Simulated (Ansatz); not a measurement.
Basis-set series for H₆O₂SiSn, SMILES `[OH][SnH2][O][SiH3]`. The species carries charge 0 and has multiplicity 1. Sn: def2 effective core potential. The geometry is a stationary point of PBE0-D4/def2-TZVP. It is one conformer, not always the lowest.

```xyz
10

O    -1.964    0.052   -1.243
Sn   -0.206   -0.802   -1.317
O     0.918    0.146   -0.028
Si    0.802    0.545    1.550
H    -1.964    0.966   -1.535
H     0.559   -0.538   -2.812
H    -0.468   -2.387   -0.776
H     0.098    1.845    1.727
H     2.171    0.665    2.118
H     0.054   -0.493    2.317
```

| functional | basis | functions | energy (Eh) | HOMO (eV) | LUMO (eV) |
| --- | --- | --- | --- | --- | --- |
| PBE0-D4 | def2-SVP | 102 | -657.38797 | -8.27 | -0.24 |
| PBE0-D4 | def2-TZVPP | 238 | -657.70529 | -8.40 | -0.61 |
| ωB97M-V | def2-SVP | 102 | -657.53455 | -10.54 | 1.72 |
| ωB97M-V | def2-TZVPP | 238 | -657.85871 | -10.72 | 1.02 |

(1) Give the rows for def2-QZVPP. (Estimate.)

Answers

(1) Computed: 
| functional | basis | functions | energy (Eh) | HOMO (eV) | LUMO (eV) |
| --- | --- | --- | --- | --- | --- |
| PBE0-D4 | def2-QZVPP | 446 | -657.72782 | -8.43 | -0.71 |
| ωB97M-V | def2-QZVPP | 446 | -657.87983 | -10.75 | 0.71 |

Positive LUMOs are unbound and depend on the basis.
